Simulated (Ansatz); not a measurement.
Gas-phase electronic energies from Ansatz, PBE0-D4/def2-TZVP geometries. CCSD(T)/CBS is the MP2 limit (def2-TZVPP, def2-QZVPP) plus CCSD(T) − MP2 in def2-TZVPP, frozen cores. This one scheme is used for every species, atoms too. DFT in def2-TZVPP. B3LYP here is the variant with VWN-RPA as its local correlation; programs differ in this. No spin–orbit coupling; open shells (•) take unrestricted orbitals. Spin–orbit coupling would lower the free atoms: a little for C, F, Si; strongly for I. def2 core potentials past Kr. Bonds to I are less sure, by a few kJ/mol each and by 10 to 20 or more in all where they break to atoms, as the def2 sets lack core-valence functions. Each species was taken in one conformer, which may not be the lowest.

`FC[SiH2]I` → C• + F• + 4 H• + I• + Si•  (atomization)

Question: What is ΔE at CCSD(T)/CBS? (Best estimate.)

Answer: Computed: +2579.7 kJ/mol.

Question: What do these levels give: r2SCAN-D4, B3LYP-D4, ωB97X-V, ωB97M-V, PBE, PBE0, CCSD/def2-TZVPP, CCSD(T)/def2-TZVPP, HF/def2-QZVPP, MP2/def2-QZVPP, MP2/CBS(def2), CCSD/CBS(def2)? (An estimate is asked.)

Answer: Ansatz gave: r2SCAN-D4 2573.0, B3LYP-D4 2557.3, ωB97X-V 2579.5, ωB97M-V 2566.4, PBE 2584.9, PBE0 2547.8, CCSD/def2-TZVPP 2462.7, CCSD(T)/def2-TZVPP 2500.2, HF/def2-QZVPP 1885.0, MP2/def2-QZVPP 2589.3, MP2/CBS(def2) 2621.8, CCSD/CBS(def2) 2542.2 kJ/mol.

Largest T1 diagnostic among the species: 0.012.

From PBE to PBE0 (25 % exact exchange), in def2-TZVPP and without D4, ΔE moves by −37.1 kJ/mol: exact exchange takes away binding that semilocal exchange gives to molecules. The D4 term adds +28.4 kJ/mol with B3LYP and +14.9 kJ/mol with PBE0; it sums over pairs of atoms, weighted by their polarisabilities, and B3LYP, whose exchange is more repulsive, gets the larger term. In def2-TZVPP, CCSD(T) changes the Hartree–Fock value by +619.3 kJ/mol (the triples alone add +37.5 kJ/mol) and MP2 by +661.3 kJ/mol; breaking electron pairs costs correlation energy, which Hartree–Fock lacks.

For atomizations the MP2-based limit and the directly extrapolated one differ by several kJ/mol either way, and by 10 to 25 for some Ge, Se and Sn compounds, so smaller differences from it don't rank the levels.
